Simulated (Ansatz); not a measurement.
Ansatz (a first-principles code) input:

Ansatz 0.2 input:
```yaml
crystal:
  periodic: [false, false, false]
  atoms:
    - {symbol: Ge, position_ang: [-0.00000000, -0.00000000, -0.35685678]}
    - {symbol: O, position_ang: [0.00000000, 0.00000000, 1.42742714]}
basis:
  gaussian:
    orbitals: def2-SVPD
total_charge: 1
magnetization: {spin_polarized: true, initial_magnetization: 1}
correlation: {method: ccsd_t, electrons: outside_noble_gas}
```

Problem. Predict the final energy.

Solution. -2149.80573 Eh (CCSD(T)/def2-SVPD). The basis has 61 functions.
